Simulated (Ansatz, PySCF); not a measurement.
Gas-phase reaction (SMILES): [CH3][Ge]([CH3])([Br])[Br] + 3 [GeH4] (GeH4) → 2 [CH3][GeH3] [methylgermane] + 2 [GeH3][Br]; bond separation energy.

Geometries: B3LYP-D3(BJ)/def2-TZVP minima from Ansatz (an electronic-structure program). Valence correlation only, unless marked. No spin-orbit coupling. Frozen are the shells of the preceding noble gas and the d and f shells that filled before the atom's block. Non-relativistic. Basis-set limits of correlation are two-point, X^-3; Hartree-Fock from the larger set. Thermal terms are rigid-rotor harmonic-oscillator values from B3LYP-D3(BJ) frequencies (Ansatz or PySCF) at 298.15 K and 1 atm. 1 Eh = 627.5095 kcal/mol.

```json
[
 {"species": "[CH3][Ge]([CH3])([Br])[Br]", "E, CCSD(T)/CBS(cc-pVTZ,cc-pVQZ) (Ansatz) (Eh)": "-7300.72389", "E, PBE/def2-TZVPD (Ansatz) (Eh)": "-7304.08168", "H - E (Eh)": "0.08525"},
 {"species": "[CH3][GeH3]", "E, CCSD(T)/CBS(cc-pVTZ,cc-pVQZ) (Ansatz) (Eh)": "-2117.17420", "E, PBE/def2-TZVPD (Ansatz) (Eh)": "-2118.33881", "H - E (Eh)": "0.06456"},
 {"species": "[GeH3][Br]", "E, CCSD(T)/CBS(cc-pVTZ,cc-pVQZ) (Ansatz) (Eh)": "-4650.03924", "E, PBE/def2-TZVPD (Ansatz) (Eh)": "-4652.28223", "H - E (Eh)": "0.02868"},
 {"species": "[GeH4] (GeH4)", "E, CCSD(T)/CBS(cc-pVTZ,cc-pVQZ) (Ansatz) (Eh)": "-2077.90558", "E, PBE/def2-TZVPD (Ansatz) (Eh)": "-2079.05782", "H - E (Eh)": "0.03354"}
]
```

Task: Work out ΔE and ΔH at 298.15 K at the first level, then ΔH at the second.

Result: 
1. ΔE = [2×(-2117.17420) + 2×(-4650.03924)] - [(-7300.72389) + 3×(-2077.90558)] = 0.01375 Eh = 8.6 kcal/mol at CCSD(T)/CBS(cc-pVTZ,cc-pVQZ).
2. The terms H - E add up to 0.00061 Eh, so ΔH = (0.01375 + (0.00061))×627.5095 = 9.0 kcal/mol.
3. At PBE/def2-TZVPD the same steps give ΔE = 8.2 and ΔH = 8.6 kcal/mol, a shift of -0.4 from the first level.
4. These values are not checked against measurement here, since the tables used lack a sound gas-phase enthalpy of formation for at least one species.
